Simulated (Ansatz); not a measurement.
Reaction (ligand exchange at a Ti–N bond): `[NH2][Ti]([NH2])([NH2])[OH]` + H–F → `[NH2][Ti]([NH2])([OH])[F]` + NH₃

Computed with Ansatz on PBE0-D4/def2-TZVP structures; ΔE is electronic, products minus reactants. CCSD(T)/CBS adds triple-zeta CCSD(T) − MP2 to the extrapolated MP2 energy (def2 sets, frozen cores). This one scheme is used for every species. Functionals use def2-TZVPP. B3LYP here is the variant with VWN-RPA as its local correlation; programs differ in this. HSE06 is defined as in plane-wave codes. For Ti outer-core shells are correlated without core-valence functions, which leaves a few kJ/mol of doubt a bond. Scalar relativity is left out up to krypton. Each species was taken in one conformer, which may not be the lowest.

(1) Is it downhill or uphill in electronic energy at CCSD(T)/CBS, and by how much? (An estimate is asked.)

(2) What do these levels give: PBE0-D4, HSE06-D4, PBE-QIDH, PBE0, B3LYP, CAM-B3LYP, LC-ωPBE, HF/def2-SVP, HF/def2-TZVPP, MP2/def2-TZVPP, SCS-MP2/def2-TZVPP, SCS-MP2/def2-QZVPP? (Estimate.)

(3) What do rigid-rotor, harmonic-oscillator terms from PBE0-D4/def2-TZVP frequencies (298.15 K, 1 bar) make of the CCSD(T)/CBS value? (An estimate is asked.)

Largest T1 diagnostic among the species: 0.024, so the coupled-cluster value is less sure than usual.

Answers

(1) Ansatz gave: Downhill: ΔE = -104.5 kJ/mol.

(2) Computed: PBE0-D4 -115.6, HSE06-D4 -115.5, PBE-QIDH -114.0, PBE0 -119.7, B3LYP -125.0, CAM-B3LYP -126.1, LC-ωPBE -127.3, HF/def2-SVP -130.6, HF/def2-TZVPP -126.8, MP2/def2-TZVPP -106.3, SCS-MP2/def2-TZVPP -111.4, SCS-MP2/def2-QZVPP -108.9 kJ/mol.

(3) Ansatz gave: ΔZPE = +7.2 kJ/mol, ΔH = -99.1 kJ/mol, ΔS = 0 J/(mol·K), ΔG = -99.2 kJ/mol.

In def2-TZVPP, CCSD(T) changes the Hartree–Fock value by +17.2 kJ/mol (the triples alone add +2.7 kJ/mol) and MP2 by +20.5 kJ/mol. The D4 term adds +7.1 kJ/mol with B3LYP and +4.0 kJ/mol with PBE0; it sums over pairs of atoms, weighted by their polarisabilities, and B3LYP, whose exchange is more repulsive, gets the larger term.
